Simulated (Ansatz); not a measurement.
Frontier orbitals of `CCCCCCCC=O`.

```csv
atom,x (Å),y (Å),z (Å)
C1,1.988,3.203,-0.998
C2,1.396,2.128,-0.104
C3,0.394,1.241,-0.825
C4,-0.201,0.159,0.061
C5,-1.198,-0.724,-0.672
C6,-1.892,-1.767,0.194
C7,-0.972,-2.853,0.746
C8,-0.131,-2.426,1.912
O9,1.017,-2.730,2.085
H10,2.703,3.827,-0.458
H11,1.208,3.859,-1.396
H12,2.511,2.761,-1.851
H13,0.907,2.594,0.759
H14,2.199,1.504,0.305
H15,0.882,0.773,-1.689
H16,-0.413,1.861,-1.234
H17,-0.694,0.628,0.922
H18,0.616,-0.447,0.469
H19,-1.964,-0.087,-1.128
H20,-0.692,-1.229,-1.504
H21,-2.678,-2.249,-0.394
H22,-2.404,-1.271,1.029
H23,-1.590,-3.676,1.131
H24,-0.320,-3.274,-0.024
H25,-0.669,-1.805,2.666
```

The species carries charge 0 and has multiplicity 1. All single points use the PBE0-D4/def2-TZVP geometry. It is one conformer, not always the lowest. Basis def2-TZVPP, the Gaussian-basis code of Ansatz.

```csv
functional,HOMO (eV),LUMO (eV)
BHLYP,-8.86,0.66
```

Q: Give HOMO and LUMO (eV) with LDA (SPW92), PBE, revPBE, BLYP, r2SCAN, B97M-V, PBE0, B3LYP, r2SCANh, r2SCAN0, HSE06 (plane-wave form), CAM-B3LYP, LC-ωPBE, ωB97X-V, ωB97M-V, HF. (Best estimate.)

A: Ansatz gave: 
```csv
functional,HOMO,LUMO
LDA (SPW92),-5.84,-2.08
PBE,-5.70,-1.80
revPBE,-5.64,-1.69
BLYP,-5.64,-1.68
r2SCAN,-6.00,-1.55
B97M-V,-6.20,-1.46
PBE0,-7.29,-0.61
B3LYP,-7.08,-0.89
r2SCANh,-6.61,-1.11
r2SCAN0,-7.51,-0.47
HSE06 (plane-wave form),-6.89,-1.00
CAM-B3LYP,-8.78,0.61
LC-ωPBE,-10.06,1.90
ωB97X-V,-9.76,1.79
ωB97M-V,-9.71,1.67
HF,-11.27,3.56
```

B3LYP here is the variant with VWN-RPA as its local correlation; programs differ in this. LC-ωPBE has ω = 0.4 bohr⁻¹. Positive LUMOs are unbound and depend on the basis.
